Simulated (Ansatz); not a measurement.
```yaml
crystal:
  periodic: [false, false, false]
  atoms:
    - {symbol: P, position_ang: [0.756560, -2.258426, 0.717700]}
    - {symbol: P, position_ang: [0.685118, 1.894604, 0.149526]}
    - {symbol: P, position_ang: [-1.020390, 0.897738, 1.421617]}
    - {symbol: P, position_ang: [0.213131, -0.833682, 2.318016]}
    - {symbol: P, position_ang: [-2.011615, -0.001192, -0.331655]}
    - {symbol: As, position_ang: [0.072137, -1.510035, -1.287935]}
    - {symbol: As, position_ang: [1.190588, 0.285437, -1.357013]}
    - {symbol: As, position_ang: [-0.511017, 2.046509, -1.481594]}
basis:
  gaussian: {orbitals: def2-mTZVPP}
total_charge: -1
magnetization: {spin_polarized: false, initial_magnetization: 1}
hamiltonian: {xc: {name: SPW92}}
scf: {omitted_lower_state_checks: [starts]}
```

```sh
$ ansatz run in.yaml --threads 4 --pin off --events-out ev --progress --plain --max-ram 6963MiB
```

Output, abridged:

```
Functional definition: SPW92
2309 factors; their error is unknown
mean field evaluation 1: about -228532.5207 eV, gradient 4.0e1 eV
mean field evaluation 2: about -228503.2719 eV, gradient 9.5e1 eV
mean field evaluation 4: about -228533.7770 eV, gradient 1.4e1 eV
mean field evaluation 8: about -228534.4906 eV, gradient 1.3e0 eV
mean field evaluation 16: about -228534.4684 eV, gradient 6.2e-3 eV
mean field -228534.46839835 eV, -8398.4868074131 hartree, gradient 1.6e-5 eV, S^2 0.750000; 0 other end points of the search recorded, 0 dependent functions left out
reference -228534.46843085 eV, -8398.4868086072 hartree; 88, 87 occupied and 155, 156 virtual orbitals, 2309 factors
Total energy: -228534.46843085 eV, -8398.4868086072 hartree
Checks for a lower state left out: starts
```

Hardware: 4 threads of Arm Neoverse V2 on a shared host. Wall time 7 s.

The highest occupied level of an anion often lies above zero with these methods, and sets without diffuse functions describe the outer electron poorly.

With spin_polarized false and unpaired electrons the run is restricted open-shell.
